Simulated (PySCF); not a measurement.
F6Sb (SMILES [F][Sb-]([F])([F])([F])([F])[F]), charge -1, singlet, geometry from GFN2-xTB (all electrons, no relativity) (in this run its highest filled SCF level lies above zero, so its values depend strongly on the basis, on diffuse functions most of all); B3LYP/STO-3G in PySCF.

Here is a job for PySCF.
```python
from pyscf import gto, scf, dft

mol = gto.Mole()
mol.atom = '''
    F    -0.44409035   -1.33755003   -1.30118803
    Sb    0.00000000   -0.00000000   -0.00000000
    F     1.86128177   -0.22198035   -0.40706450
    F     0.13326868   -1.35684607    1.34927937
    F    -0.13326868    1.35684607   -1.34927937
    F     0.44409035    1.33755003    1.30118803
    F    -1.86128177    0.22198035    0.40706450
'''
mol.basis = 'sto-3g'
mol.charge = -1
mol.verbose = 4
mol.build()

mf = dft.RKS(mol)
mf.xc = 'b3lyp'
mf.kernel()
mf.analyze()
```

Problem. Write the output that PySCF gives for this input, abridged.

Solution. 
```
PySCF version 2.14.0

[INPUT] verbose = 4
[INPUT] num. atoms = 7
[INPUT] num. electrons = 106
[INPUT] charge = -1
[INPUT] spin (= nelec alpha-beta = 2S) = 0
[INPUT] symmetry False subgroup None
[INPUT] Mole.unit = angstrom
[INPUT] Symbol           X                Y                Z      unit          X                Y                Z       unit  Magmom
[...]
nuclear repulsion = 982.897374799021
number of shells = 29
number of NR pGTOs = 171
number of NR cGTOs = 57
basis = sto-3g
ecp = {}

******** <class 'pyscf.dft.rks.RKS'> ********
method = RKS
initial guess = minao
damping factor = 0
level_shift factor = 0
DIIS = <class 'pyscf.scf.diis.CDIIS'>
diis_start_cycle = 1
diis_space = 8
diis_damp = 0
SCF conv_tol = 1e-09
SCF conv_tol_grad = None
SCF max_cycles = 50
direct_scf = True
direct_scf_tol = 1e-13
XC library pyscf.dft.libxc version 7.1.2
    S. Lehtola, C. Steigemann, M. J. T. Oliveira, and M. A. L. Marques,  SoftwareX 7, 1–5 (2018)
XC functionals = b3lyp
    P. J. Stephens, F. J. Devlin, C. F. Chabalowski, and M. J. Frisch,  J. Phys. Chem. 98, 11623 (1994)
radial grids:
    Treutler-Ahlrichs [JCP 102, 346 (1995); DOI:10.1063/1.469408] (M4) radial grids

becke partition: Becke, JCP 88, 2547 (1988); DOI:10.1063/1.454033
pruning grids: <function nwchem_prune>
grids dens level: 3
symmetrized grids: False
atomic radii adjust function: <function treutler_atomic_radii_adjust>
small_rho_cutoff = 0
Set gradient conv threshold to 3.16228e-05
Initial guess from minao.
tot grids = 107536
init E= -6825.91276812725
[...]
cycle= 1 E= -6843.45971032218  delta_E= -17.5  |g|= 0.468  |ddm|= 3.36
[...]
cycle= 2 E= -6843.53051230109  delta_E= -0.0708  |g|= 0.224  |ddm|= 1.32
[...]
cycle= 3 E= -6843.55516872667  delta_E= -0.0247  |g|= 0.0127  |ddm|= 0.517
[...]
cycle= 4 E= -6843.55524867722  delta_E= -8e-05  |g|= 5.24e-05  |ddm|= 0.0286
[...]
cycle= 5 E= -6843.55524868005  delta_E= -2.83e-09  |g|= 7.95e-06  |ddm|= 0.000218
[...]
cycle= 6 E= -6843.55524868009  delta_E= -3.82e-11  |g|= 8.36e-06  |ddm|= 3.82e-05
[...]
Extra cycle  E= -6843.55524868008  delta_E= 1.09e-11  |g|= 1.08e-05  |ddm|= 3.84e-05
converged SCF energy = -6843.55524868008
**** SCF Summaries ****
Total Energy =                       -6843.555248680079785
Nuclear Repulsion Energy =             982.897374799021236
One-electron Energy =               -11453.101446487758949
Two-electron Energy =                 3626.648823008658383
Two-electron Coulomb Energy =         3857.781787723439265
DFT Exchange-Correlation Energy =     -231.132964714780940
HOMO-LUMO gap [eV] =                     9.548451476145134
**** MO energy ****
[...]
 ** Mulliken pop on meta-lowdin orthogonal AOs  **
 ** Mulliken pop  **
 ** Mulliken atomic charges  **
charge of    0F =     -0.35791
charge of    1Sb =      1.14754
charge of    2F =     -0.35793
charge of    3F =     -0.35793
charge of    4F =     -0.35793
charge of    5F =     -0.35791
charge of    6F =     -0.35793

WARN: System has nonzero charge -1; the dipole moment is origin-dependent.
Location of origin: [0. 0. 0.]

Dipole moment(X, Y, Z, Debye): -0.00000, -0.00000,  0.00000
```
